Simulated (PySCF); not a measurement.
Static response to an electric field

Species: CH7FPSi (charge +1).
Cartesian coordinates in Å at the PBE0-D3(BJ)/def2-SVP level; atoms count from 1:
```xyz
11
CH7FPSi angstrom
F     -0.9181   -1.2307    0.9799
C     -1.7100   -0.1197    0.7426
Si    -0.6781    1.0835   -0.3219
P      1.2248   -0.2326   -0.4466
H     -1.9953    0.3373    1.7039
H     -2.6283   -0.4321    0.2197
H     -0.2041    2.3317    0.3268
H     -1.0842    1.2563   -1.7392
H      0.9901   -1.4844   -1.0516
H      1.7812   -0.5144    0.8181
H      2.2702    0.3542   -1.1924
```

Level: CAM-B3LYP/def2-SVPD (PySCF), static field, nuclei fixed, core orbitals frozen in the response. The polarisability tensor in these axes (au):

```
x   66.40 -3.90 -3.94
y   -3.90 59.07 -1.83
z   -3.94 -1.83 54.98
```

Task: What are the eigenvalues, a third of the trace, and Δα (Δα² = ½Σ(αi − αj)² over the three pairs)?

Result: Principal values 52.36, 59.36 and 68.74 au; mean 60.15 au = 8.91 Å³ = 9.92 × 10⁻⁴⁰ C²·m²/J; Δα = 14.24 au (24 % of the mean).

Task: What depolarisation ratio follows for Rayleigh scattering of linearly polarised light, taking the static tensor?

Result: ρ = 3Δα²/(45ᾱ² + 4Δα²) = 608.2/(162813 + 810.9) = 0.00372.

Task: Traceless (Buckingham) quadrupole moment about the centre of nuclear charge: eigenvalues?

Result: -8.48, -6.53, 15.01 D·Å. The values depend on the origin, since the species is charged. The electronic extent ⟨r²⟩ about the same centre is 566 bohr², a root-mean-square distance of 1.78 Å for the 50 electrons.

Task: Form Σ f/ω² (atomic units) for the 10 lowest TDDFT singlets, given as eV and f, and set it beside the mean polarisability, which is this sum over all singlets: 7.07, 0.0036; 7.82, 0.0000; 7.95, 0.0014; 8.05, 0.0548; 8.53, 0.0012; 8.66, 0.0435; 8.72, 0.0073; 8.82, 0.0406; 8.98, 0.0051; 9.03, 0.0575.

Result: They add up to 2.16 au, 3.6 % of the 60.15 au; the largest single term is 0.63 au, from the state at 8.05 eV. Terms in order: 0.05, 0.00, 0.02, 0.63, 0.01, 0.43, 0.07, 0.39, 0.05, 0.52 au. Higher excitations give the rest. The strengths listed sum to 0.215.

One conformer (not necessarily the lowest) at the PBE0-D3(BJ)/def2-SVP geometry, without solvent, vibrations or thermal averaging.

The run behind these numbers computed excited states and ΔSCF ions as well. The run took 54 s wall on one thread, Arm Neoverse V1 (shared host).
